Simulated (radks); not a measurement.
Values are calculated unless marked as measured or tabulated.
Problem. These are the eigenvalues of the occupied orbitals of an atom or ion with whole-number occupations (eV). Level of theory: scalar-relativistic Kohn-Sham, PBE, spin-polarised, spherical densities, point nucleus (a radial shooting solver on a logarithmic mesh with Libxc functionals).

| orbital | eigenvalue |
|---|---|
| 1s | -63273.29 |
| 2s | -10792.65 |
| 2p | -9496.994 |
| 3s | -2466.334 |
| 3p | -2077.593 |
| 3d | -1611.265 |
| 4s | -512.2610 |
| 4p | -384.7522 |
| 4d | -218.5150 |
| 5s | -87.7061 |
| 5p | -57.9624 |
| 4f | -36.2055 |

Which element is it, and in what charge state? The configuration may be excited.

Solution. Z = 71, lutetium, charge +3: Lu3+ in [Xe] 4f14 6s(up 0, down 0). The list shows which subshells hold electrons but not how many an open one holds; the 1s level, -2325.3 hartree, gives Z - s = 68.2 by -(Z - s)^2/2, which with screening and relativity narrows Z to a few neighbours, and the depths of the outer levels then fix element, charge and occupations together.
